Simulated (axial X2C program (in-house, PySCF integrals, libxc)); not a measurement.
## Worked dissociation energy of NiN⁺: MP2, spin-free

Calculated with an axial X2C code built on PySCF integrals. Spin-free means the one-electron spin-free X2C Hamiltonian. Basis: Ni dyall-cv3z [9s9p6d3f2g], N dyall-av3z [7s7p3d2f] (cores contracted in-house); Gaussian nuclei, density fitting, unrestricted open shells. Masses: Ni 57.935 u, N 14.003 u.

Molecular state: M_S = 2, Λ = 2 (beyond evenly filled blocks: σα, π+α, π-α, δ+α, δ+β, δ-α).

Correlated methods: 14 electrons correlated (number of frozen shells: Ni 3 s, 2 p; N 1 s), 250 virtual spin orbitals or spinors in MP2.

| Property | Result |
| --- | --- |
| E(Ni+) (2M_S = 1, M_L = 0) | -1519.219802 hartree |
| E(N) (2M_S = 3, M_L = 0) | -54.533472 hartree |
| E(NiN⁺) at Re | -1573.781071 hartree |
| ωe | 476.1 cm⁻¹ |
| ωexe | 12.3 cm⁻¹ |

(1) Work out De and D0.

The state is one determinant whose occupation by symmetry is held fixed; it was picked as the lowest of a PBE0 search that is not exhaustive. De is counted from the lowest determinant-based energies of the atoms at the same level, without counterpoise correction. PBE0 can misorder states that lie within some tenths of an eV, so this need not be the ground state of the molecule. The nearest other spin-free determinant of the search, M_S = 1, Λ = 0, lies 0.04 eV up at the distance of the search.

The levels of this run spread widely (ωe from 462 to 616 cm⁻¹), so these constants depend on the method.

Each atomic determinant is the lowest at this level and need not be a pure term. Totals compare only within one Hamiltonian and basis.

Results:

(1) De = -1519.219802 + (-54.533472) − (-1573.781071) = 0.02780 hartree = 0.756 eV. The zero-point energy is ωe/2 − ωexe/4 = 235 cm⁻¹ = 0.029 eV, so D0 = 0.727 eV.
